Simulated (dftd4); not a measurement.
neopentasilane (H12Si5), singlet, geometry from GFN2-xTB; dftd4 4.2.0 with D4 for pbe.

Here is a job for dftd4.
```
$ dftd4 mol.xyz --func pbe --charge 0 --json dftd4.json --noedisp --grad

# file mol.xyz
17

Si    -0.39987379    -0.88118962    -2.13497317
Si     0.00008728     0.00003811    -0.00007686
Si    -0.01936908     2.34160751    -0.10489889
Si    -1.67154749    -0.72989766     1.47203667
Si     2.09073072    -0.73054627     0.76788792
H     -1.68998104    -0.45654750    -2.68313463
H     -0.41130091    -2.34577006    -2.14253522
H      0.61550825    -0.47256910    -3.10822246
H      0.23433488     2.96233684     1.19721786
H     -1.30379917     2.87015447    -0.56972258
H      0.99732510     2.86932833    -1.01760325
H     -3.00679306    -0.28341603     1.06836245
H     -1.73661000    -2.19012134     1.56527369
H     -1.46866158    -0.23902180     2.83697536
H      2.17817573    -2.19028969     0.84962613
H      3.18787523    -0.30048259    -0.10188489
H      2.40353971    -0.22377048     2.10598823
```

It wrote (shortened):

```
                    ____  _____ _____     ____  _  _
      -------------|  _ \|  ___|_   _|---|  _ \| || |------------
     |             | | | | |_    | | ___ | | | | || |_           |
     |             | |_| |  _|   | ||___|| |_| |__   _|          |
     |             |____/|_|     |_|     |____/   |_|            |
     |             ===================================           |
     |            E. Caldeweyher, S. Ehlert & S. Grimme          |
     |          Mulliken Center for Theoretical Chemistry        |
     |                    University of Bonn                     |
      -----------------------------------------------------------

Rational (Becke-Johnson) damping: pbe-D4-ATM
---------------------
  s6         1.0000
  s8         0.9595
  s9         1.0000
  a1         0.3857
  a2         4.8069
 alp        16.0000
--------------------

Dispersion energy:      -1.8993897871749E-02 Eh

Gradient norm:           1.9110156737503E-03 Eh/a0
--------------------------------------------------
     #    Z           dE/dx      dE/dy      dE/dz
--------------------------------------------------
     1   14 Si   -1.548E-04 -3.407E-04 -8.259E-04
     2   14 Si    3.215E-08  1.404E-08 -2.831E-08
     3   14 Si   -7.328E-06  9.057E-04 -4.043E-05
     4   14 Si   -6.466E-04 -2.823E-04  5.694E-04
     5   14 Si    8.087E-04 -2.827E-04  2.969E-04
     6    1 H    -4.884E-05 -5.479E-05 -1.578E-04
     7    1 H    -2.795E-05 -8.510E-05 -1.494E-04
     8    1 H    -1.164E-05 -5.486E-05 -1.648E-04
     9    1 H     2.573E-06  1.735E-04  1.375E-05
    10    1 H    -2.190E-05  1.721E-04 -1.497E-05
    11    1 H     1.511E-05  1.720E-04 -2.193E-05
    12    1 H    -1.383E-04 -4.422E-05  9.607E-05
    13    1 H    -1.175E-04 -7.448E-05  1.047E-04
    14    1 H    -1.138E-04 -4.269E-05  1.247E-04
    15    1 H     1.473E-04 -7.458E-05  5.509E-05
    16    1 H     1.637E-04 -4.420E-05  3.955E-05
    17    1 H     1.512E-04 -4.278E-05  7.507E-05
--------------------------------------------------

Virial:
--------------------------------------------------
      component           x          y          z
--------------------------------------------------
          x       9.369E-03 -1.512E-07  3.049E-07
          y      -1.512E-07  9.369E-03  1.331E-07
          z       3.049E-07  1.331E-07  9.369E-03
--------------------------------------------------

[Info] Dispersion results written to 'dftd4.txt'
[Info] JSON dump of results written to 'dftd4.json'
```
